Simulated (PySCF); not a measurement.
Correlation energy of Ge³⁺ (germanium, charge +3)

[Ar] 3d10 4s1, 2S determinant. Computed with PySCF 2.14 in def2-TZVPPD, with no relativity, point nucleus. Frozen: [Ne]; 19 electrons correlated.

| level | correlation energy (mhartree) |
| --- | --- |
| CCSD | -230.61 |
| (T) | -4.31 |
| CCSD(T) | -234.92 |

Diagnostics: T1 = 0.0058, D1 = 0.0115, largest double amplitude 0.010.

Q: Is a single reference adequate?

A: Yes, within this model without spin-orbit coupling: T1 lies below 0.03 and no double amplitude reaches 0.07.

This basis was not built for core-valence correlation, so the inner-shell part is incomplete.
